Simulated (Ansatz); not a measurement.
```yaml
atoms:
  - { symbol: Cl, position_ang: [0.0000, 0.0000, -2.2648] }
  - { symbol: Zn, position_ang: [0.0000, 0.0000, 0.0000] }
  - { symbol: Cl, position_ang: [0.0000, 0.0000, 2.2648] }
```

Basis set: 6-31G* (spherical functions). Correlated methods keep 15 orbitals frozen. Charge 0, multiplicity 1.

Computed with Ansatz (development build ahead of 0.2.0); each method stands on the lowest determinant of its kind that the runs found. Restricted open shells among the atoms or ions are ROHF, correlated in semicanonical orbitals with singles.

The atomization energy at this shape (free ground-state atoms in the same class of orbitals less the molecule, no zero-point energy) of singlet ZnCl2:

```
 method  atomization energy
RHF-MP2     146.85 kcal/mol
```

(1) What does RHF give?

Results:

(1) 123.11 kcal/mol. Caution: the shape is not the minimum.
